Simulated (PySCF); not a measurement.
**Working out the excitation energy of Hg**

Hg [Xe] 4f14 5d10 6s2 (1S) → Hg [Xe] 4f14 5d10 6s1 6p1 (3P). Computed with PySCF 2.14 in aug-cc-pVDZ-PP with ECP60MDF, with scalar relativity through the core potential. Frozen: 5s2 5p6. Energies in hartree (1 hartree = 27.21139 eV):

```tsv
part	Hg (lower)	Hg (upper)
UHF	-152.539930	-152.403963
CCSD correlation	-0.353641	-0.303981
(T)	-0.009321	-0.006454
```

**Question.** What does Hartree-Fock give?

**Answer.** (-152.403963) − (-152.539930) = 0.135967 hartree = 3.700 eV.

**Question.** What do CCSD and CCSD(T) give?

**Answer.** The CCSD correlation energies differ by 0.049660 hartree = 1.351 eV and the triples by 0.002867 hartree = 0.078 eV, so CCSD gives 5.051 eV and CCSD(T) 5.129 eV.

A double-zeta basis recovers only part of the correlation energy.
